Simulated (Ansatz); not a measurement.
CH9NOSi2 (`C[SiH](N)O[SiH3]`), relaxed with RKS PBE0-D4/def2-TZVP in the Gaussian-basis code of Ansatz from a GFN2-xTB geometry. The force threshold is 0.005 eV/Å; the program also tests the step.

Total charge 0; spin multiplicity 1.

Start:

```xyz
14

C     0.565   -0.504    1.834
Si    0.320    0.754    0.441
N     1.727    0.692   -0.553
O    -0.940    0.369   -0.512
Si   -1.761   -0.584   -1.526
H     1.369   -0.203    2.499
H    -0.336   -0.600    2.433
H     0.808   -1.488    1.442
H    -0.084    2.073    0.941
H     1.683    1.120   -1.464
H     2.630    0.851   -0.139
H    -0.967   -0.781   -2.740
H    -2.025   -1.864   -0.868
H    -2.988    0.165   -1.788
```

Problem. By how much does the energy fall, and how many steps does the optimiser take? (Estimate.)

Solution. The calculation gave: 15.30 kJ/mol, in 65 steps, 12 of them rejected.

Problem. Which bonds change most? (An estimate is asked.)

Solution. The calculation gave: C1–Si2 from 1.892 to 1.854 Å; Si5–H12 from 1.464 to 1.489 Å; Si5–H13 from 1.463 to 1.488 Å; Si2–O4 from 1.626 to 1.650 Å.

Problem. Give the relaxed structure. (Estimate.)

Solution. Computed: 
```xyz
14

C     0.539   -0.212    2.103
Si    0.284    0.619    0.465
N     1.673    0.424   -0.511
O    -1.090   -0.025   -0.183
Si   -1.675   -0.470   -1.639
H     1.361    0.251    2.653
H    -0.366   -0.149    2.711
H     0.773   -1.272    1.967
H     0.063    2.083    0.579
H     1.879    1.043   -1.276
H     2.161   -0.453   -0.595
H    -1.446    0.592   -2.658
H    -1.022   -1.721   -2.113
H    -3.134   -0.708   -1.504
```
